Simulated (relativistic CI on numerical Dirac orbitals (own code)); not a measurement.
A reference radial Dirac CI calculation of K12+ gave the lowest total energy -510.94511 Ha in 27 SCF steps, from this input:

```
atom K  Z=19  charge=12  electrons=7
nucleus A=39  rms_radius_fm=3.4349
hamiltonian dirac-coulomb  breit=on  qed=on  c_scale=1
orbitals kli  potential=per-configuration
slater_scale 1
correlation none
mixing on
grid step=0.0125 r_max=7.7
scf mixing=0.4 start=green max_iterations=150 tolerance=2e-08 node_fill=0.05
configurations
  [He] 2s2 2p3
  [He] 2s 2p4
  [He] 2p5
end
```

One setting was then changed (and the iteration limit cut to 81), and the output read:

```
SCF 1: [He] 2s2 2p3
 iter      energy (Ha)   residual   last orbital (Ha)
      1s not found; potential halved back
error: SCF of 1s2 2s2 2p3 stopped: an orbital could not be found
end: not converged
```

Question: Which setting was changed?
A. end of the grid
B. configuration list
C. Slater scale
D. speed of light

Answer: D. The speed of light × 0.05. This setting is bad on purpose; its numbers may not be properties of the ion.
